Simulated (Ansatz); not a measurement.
Ansatz results at the PBE0-D4/def2-TZVP geometry: LUMO energy (B3LYP/def2-TZVPP) -1.36 eV; HOMO–LUMO gap (B3LYP/def2-TZVPP) 6.20 eV; HOMO energy (B3LYP/def2-TZVPP) -7.56 eV.

Each molecule was computed in one conformer, which needn't be the lowest.

**Question.** Which molecule gave them?
A. `[Cl][Al]([Cl])[SeH]`
B. `[OH][Al]([SH])[Cl]`
C. `C#[C][AlH][CH3]`
D. `[NH2][Al]([SH])[Cl]`

**Answer.** A. The others give `[OH][Al]([SH])[Cl]`: -1.01, 6.69, -7.70; `[NH2][Al]([SH])[Cl]`: -0.70, 6.66, -7.36; `C#[C][AlH][CH3]`: -1.68, 5.91, -7.59.

B3LYP here is the variant with VWN-RPA as its local correlation; programs differ in this.
